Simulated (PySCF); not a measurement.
A structure optimised at ωB97X-D3(BJ)/def2-TZVP, used in a PySCF frequency run:

```xyz
6

Si     0.0018    -1.0419     0.0000
P     -0.0940     1.1956     0.0000
H      0.7179    -1.5263     1.2074
H     -1.3750    -1.5915     0.0000
H      0.7179    -1.5263    -1.2074
H      1.3237     1.2963     0.0000
```
Charge 0, spin multiplicity 2.

**Question.** Write its SMILES, formula and point group.

**Answer.** [SiH3][PH], H4PSi, Cs

**Question.** What are its rotational constants (standard atomic weights)?

**Answer.** 64.360, 5.8510, 5.7202 GHz
